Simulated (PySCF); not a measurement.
Potential energy surface of H₃Sb, singlet: umbrella (inversion) coordinate, bond length relaxed. Scanned: angle between the Sb-H bonds and the threefold axis (90 = planar). Other coordinates (Sb-H bond length) were minimised at PBE0/def2-TZVP.

Computed with PySCF with CCSD(T) on RHF/def2-TZVP, 4 core orbitals frozen, def2 effective core potentials past Kr.

Scanned values (°): 90, 93, 96, 99, 102, 105, 108, 111, 114, 117, 120, 123, 126, 129, 132.

Q: At which scan points does the profile have its minima and maxima, and how high do they lie?

A: Lower than their neighbours: 123° (0.0 kJ/mol). Higher than their neighbours: 90° (188.3 kJ/mol, end of the scan), 132° (19.3 kJ/mol, end of the scan). The whole profile spans 188.3 kJ/mol.
